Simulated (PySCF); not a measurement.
Al(Cl)(OMe)(NH2) (CH5AlClNO), SMILES [NH2][Al]([O]C)[Cl].

The structure is a stationary point at ωB97X-D3(BJ)/def2-SVP. The structure was generated by enumeration; whether it is a known compound was not checked. One conformer was computed; it need not be the lowest.

Level of theory: PBE/def2-TZVP (PySCF).

Computed frontier levels, gap, dipole moment and polarisability:
| Property | Value |
|---|---|
| highest occupied level | -6.16 eV |
| lowest empty level | -1.15 eV |
| orbital gap | 5.01 eV |
| dipole moment | 1.41 D |
| quadrupole, principal values (traceless, Buckingham form, about the centre of nuclear charge) | -6.40, -1.63, 8.03 D·Å |
| mean static polarisability | 60.3 bohr³ (8.94 Å³) |
| polarisability, principal values | 49.4, 63.4, 68.2 bohr³ |
